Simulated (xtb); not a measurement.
Input for xtb: GFN1-xTB on AlH-, 2S+1 = 2, a spin state set in the input, which need not be the lowest, a point of a bond scan (R = 1.591 Å). Charge -1.

```
$ xtb mol.xyz --gfn 1 --sp --chrg -1 --uhf 1
2

H      0.00000000     0.00000000     0.00000000
Al     0.00000000     0.00000000     1.59144600
```

Output:

```
[...]
           -------------------------------------------------
          |                Calculation Setup                |
           -------------------------------------------------



           -------------------------------------------------
          |                 G F N 1 - x T B                 |
           -------------------------------------------------

        Reference                      10.1021/acs.jctc.7b00118
      * Hamiltonian:
        H0-scaling (s, p, d)           1.850000    2.250000    2.000000
        zeta-weighting                 0.000000
      * Dispersion:
        s8                             2.400000
        a1                             0.630000
        a2                             5.000000
        s9                             0.000000
      * Repulsion:
        kExp                           1.500000
        rExp                           1.000000
      * Coulomb:
        alpha                          2.000000
        third order                    atomic
        anisotropic                    false
      * Halogen bond correction:
        rad-scale                      1.300000
        damping                        0.440000


          ...................................................
          :                      SETUP                      :
          :.................................................:
          :  # basis functions                  12          :
          :  # atomic orbitals                  11          :
          :  # shells                            5          :
          :  # electrons                         5          :
          :  # halogen bonds                     0          :
          :  max. iterations                   250          :
          :  Hamiltonian                  GFN1-xTB          :
          :  restarted?                      false          :
          :  GBSA solvation                  false          :
          :  PC potential                    false          :
          :  electronic temp.          300.0000000     K    :
          :  accuracy                    1.0000000          :
          :  -> integral cutoff          0.2500000E+02      :
          :  -> integral neglect         0.1000000E-07      :
          :  -> SCF convergence          0.1000000E-05 Eh   :
          :  -> wf. convergence          0.2000000E-04 e    :
          :  Broyden damping             0.4000000          :
          :  net charge                         -1          :
          :  unpaired electrons                  1          :
          ...................................................

 iter      E             dE          RMSdq      gap      omega  full diag
   1     -1.8165683 -0.181657E+01  0.533E+00    0.00       0.0  T
   2     -1.8166034 -0.350751E-04  0.317E+00    0.00       1.0  T
   3     -1.8166158 -0.123833E-04  0.590E-02    0.00       1.2  T
   4     -1.8166159 -0.957172E-07  0.169E-02    0.00       4.2  T
   5     -1.8166159 -0.101029E-07  0.254E-05    0.00    2782.8  T
   6     -1.8166159  0.111022E-14  0.131E-05    0.00    5415.9  T

   *** convergence criteria satisfied after 6 iterations ***

         #    Occupation            Energy/Eh            Energy/eV
      -------------------------------------------------------------
         1        2.0000           -0.3329163              -9.0591
         2        2.0000           -0.1860461              -5.0626
         3        0.5000            0.0276506               0.7524 (HOMO)
         4        0.5000            0.0276506               0.7524 (LUMO)
         5                          0.0731673               1.9910
         6                          0.0843696               2.2958
         7                          0.0843696               2.2958
         8                          0.0843696               2.2958
       ...                                ...                  ...
        11                          0.8913490              24.2548
      -------------------------------------------------------------
                  HL-Gap            0.0000000 Eh            0.0000 eV
             Fermi-level           -0.0257736 Eh           -0.7013 eV

 SCC (total)                   0 d,  0 h,  0 min,  0.002 sec
 SCC setup                      ...        0 min,  0.000 sec (  5.494%)
 Dispersion                     ...        0 min,  0.000 sec (  2.548%)
 classical contributions        ...        0 min,  0.000 sec (  1.876%)
 integral evaluation            ...        0 min,  0.000 sec ( 29.477%)
 iterations                     ...        0 min,  0.001 sec ( 42.769%)
 molecular gradient             ...        0 min,  0.000 sec ( 11.269%)
 printout                       ...        0 min,  0.000 sec (  6.038%)

         :::::::::::::::::::::::::::::::::::::::::::::::::::::
         ::                     SUMMARY                     ::
         :::::::::::::::::::::::::::::::::::::::::::::::::::::
         :: total energy              -1.813346418415 Eh    ::
         :: gradient norm              0.061369114416 Eh/a0 ::
         :: HOMO-LUMO gap              0.000000000000 eV    ::
         ::.................................................::
         :: SCC energy                -1.816615863601 Eh    ::
         :: -> electrostatic           0.099189456354 Eh    ::
         :: repulsion energy           0.003433285078 Eh    ::
         :: dispersion energy         -0.000163839892 Eh    ::
         :: halogen bond corr.         0.000000000000 Eh    ::
         :: add. restraining           0.000000000000 Eh    ::
         :: total charge              -1.000000000000 e     ::
         :::::::::::::::::::::::::::::::::::::::::::::::::::::

           -------------------------------------------------
          |                Property Printout                |
           -------------------------------------------------

    * Orbital Energies and Occupations

         #    Occupation            Energy/Eh            Energy/eV
      -------------------------------------------------------------
         1        2.0000           -0.3329163              -9.0591
         2        2.0000           -0.1860461              -5.0626
         3        0.5000            0.0276506               0.7524 (HOMO)
         4        0.5000            0.0276506               0.7524 (LUMO)
         5                          0.0731673               1.9910
         6                          0.0843696               2.2958
         7                          0.0843696               2.2958
         8                          0.0843696               2.2958
         9                          0.0843696               2.2958
        10                          0.2071448               5.6367
        11                          0.8913490              24.2548
      -------------------------------------------------------------
                  HL-Gap            0.0000000 Eh            0.0000 eV
             Fermi-level           -0.0257736 Eh           -0.7013 eV

  Mulliken/CM5 charges         n(s)   n(p)   n(d)
     1H    -0.19711 -0.12477   1.197  0.000  0.000
     2Al   -0.80289 -0.87523   1.956  1.756  0.091

Wiberg/Mayer (AO) data.
largest (>0.10) Wiberg bond orders for each atom

 ---------------------------------------------------------------------------
     #   Z sym  total        # sym  WBO       # sym  WBO       # sym  WBO
 ---------------------------------------------------------------------------
     1   1 H    0.958 --     2 Al   0.958
     2  13 Al   0.958 --     1 H    0.958
 ---------------------------------------------------------------------------

Topologies differ in total number of bonds
Writing topology from bond orders to xtbtopo.mol

 dipole moment from electron density (au)
     X       Y       Z
   0.0000   0.0000  -2.1282  total (Debye):    5.409
Note: The following floating-point exceptions are signalling: IEEE_DENORMAL
normal termination of xtb


           -------------------------------------------------
          | TOTAL ENERGY               -1.813346418415 Eh   |
          | GRADIENT NORM               0.061369114416 Eh/α |
          | HOMO-LUMO GAP               0.000000000000 eV   |
           -------------------------------------------------

------------------------------------------------------------------------
------------------------------------------------------------------------
 total:
 SCF:
```

The run finished.

Cost: very roughly 0.03 core-seconds.
